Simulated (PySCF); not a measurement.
Coordinates in bohr (charge 0 multiplicity 2):
```
Ir    0.0000    0.0000   -0.9149
S     0.0000    0.0000   -4.8296
I    -4.2426    0.0000    1.3014
I     4.2426    0.0000    1.3014
```

These are results of PySCF, UPBE, basis Ir def2-SVP with ECP60, S def2-SVP, I def2-SVP with ECP28 (scalar-relativistic core potentials, no spin–orbit coupling, density fitting), not measurements.

This geometry of IrSI2 is a stationary point at this level.

What is the point group?

C2v.

Is it a minimum?

Yes: all harmonic wavenumbers are real, though the softest, 52 cm⁻¹, leaves little margin.

List the harmonic modes with their infrared intensities.


| symmetry | ω (cm⁻¹) | IR (km/mol) |
| --- | --- | --- |
| b1 | 52 | 0.4 |
| a1 | 54 | 0.8 |
| b2 | 102 | 1.1 |
| a1 | 193 | 0.7 |
| b2 | 234 | 14.2 |
| a1 | 535 | 15.4 |

What are the dipole moment and the gap between the highest occupied and lowest empty levels of either spin?

0.06 D and 0.62 eV.

What is the atomisation energy, with and without zero-point energy?

1010 kJ/mol without, 1003 kJ/mol with.

In C2v the vibrations span b1 + 3a1 + 2b2. Here b1 is antisymmetric to the molecular plane and b2 lies in it.

Other isomers or separated fragments may lie lower. Open d and f shells are described by one determinant, and the ground state may have another occupation or spin. No spin–orbit coupling is included, which matters more the heavier the element.
